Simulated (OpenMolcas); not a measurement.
# CH2FNOSn (SMILES O=C=[N][SnH2][F]): methods side by side

CH2FNOSn: 7 atoms, total charge 0, spin state singlet. SMILES: `O=C=[N][SnH2][F]`. The shape is that of a PBE0-D4/def2-TZVP optimisation. This is one conformer, not always the lowest.

Quantity: the HOMO–LUMO gap, in eV. The values are calculated.

```json
{"level": "HF/def2-SVP (core potential)", "kind": "Hartree–Fock", "program": "OpenMolcas", "value (eV)": "14.47", "CPU time": "11 s"}
{"level": "SVWN5/def2-SVP (core potential)", "kind": "LDA", "program": "OpenMolcas", "value (eV)": "5.28", "CPU time": "27 s"}
{"level": "PBE/def2-SVP (core potential)", "kind": "GGA", "program": "OpenMolcas", "value (eV)": "5.35", "CPU time": "35 s"}
{"level": "M06-L/def2-SVP (core potential)", "kind": "meta-GGA", "program": "OpenMolcas", "value (eV)": "6.15", "CPU time": "41 s"}
{"level": "r2SCAN/def2-SVP (core potential)", "kind": "meta-GGA", "program": "OpenMolcas", "value (eV)": "6.01", "CPU time": "47 s"}
{"level": "BHLYP/def2-SVP (core potential)", "kind": "global hybrid", "program": "OpenMolcas", "value (eV)": "9.98", "CPU time": "29 s"}
{"level": "M06-2X/def2-SVP (core potential)", "kind": "hybrid meta-GGA", "program": "OpenMolcas", "value (eV)": "10.04", "CPU time": "38 s"}
{"level": "B2PLYP/def2-SVP (core potential)", "kind": "double hybrid", "program": "OpenMolcas", "value (eV)": "10.25", "CPU time": "23 s"}
```

The values span 5.28 to 14.47 eV. Orbital gaps aren't excitation energies, and those of double hybrids come from the SCF part alone; they tend to grow with the share of exact exchange. CPU times are rough (shared hosts, several kinds of processor and program).
